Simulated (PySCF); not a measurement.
# Spin-rotation constants: `[PH3]->[Mg](<-[PH3])([Cl])[Cl]`, Cl2H6MgP2

Cartesian coordinates in Å; atom numbers follow the order of the lines, from 1:
```xyz
11

Mg    0.956   -0.059    0.635
Cl    0.741    1.126    2.461
Cl    2.372   -1.176   -0.607
P    -0.299    2.289   -0.200
H    -0.850    3.031   -1.241
H     0.481    3.331    0.260
H    -1.337    2.545    0.671
P    -0.459   -2.298   -0.217
H    -1.640   -3.038   -0.204
H     0.347   -3.390    0.028
H    -0.312   -2.362   -1.586
```

The calculation used GIAO BP86/def2-SVP magnetisability, rotational g tensor and spin-rotation constants, non-relativistic, gas phase (PySCF). Geometry: GFN2-xTB.

Problem. Give the nuclear spin-rotation constants along the inertial axes (H = +C I·J) beside the isotropic shieldings.

Solution. Rotational constants 1.4874, 0.7349, 0.7043 GHz. A star marks the isotopologue with that one atom substituted, in its own axes.
| atom | isotope | Caa (kHz) | Cbb (kHz) | Ccc (kHz) | mean (kHz) | σ (ppm) |
| --- | --- | --- | --- | --- | --- | --- |
| Cl2 | 35Cl | 0.253 | 0.080 | 0.085 | 0.139 | 920.9 |
| Cl3 | 35Cl | 0.264 | 0.092 | 0.075 | 0.144 | 915.4 |
| P4 | 31P | 1.316 | 0.567 | 0.547 | 0.810 | 631.2 |
| H5 | 1H | -0.147 | -0.023 | -0.048 | -0.073 | 29.4 |
| H6 | 1H | -0.044 | -0.049 | -0.072 | -0.055 | 29.3 |
| H7 | 1H | -0.099 | -0.080 | -0.016 | -0.065 | 29.3 |
| P8 | 31P | 1.317 | 0.573 | 0.544 | 0.811 | 630.7 |
| H9 | 1H | -0.137 | -0.040 | -0.036 | -0.071 | 29.3 |
| H10 | 1H | -0.034 | -0.041 | -0.084 | -0.053 | 29.2 |
| H11 | 1H | -0.119 | -0.066 | -0.020 | -0.068 | 29.3 |
| Mg1 | 25Mg* | -0.077 | -0.065 | -0.051 | -0.064 | 516.6 |

For the geometry as given, no vibrational averaging.
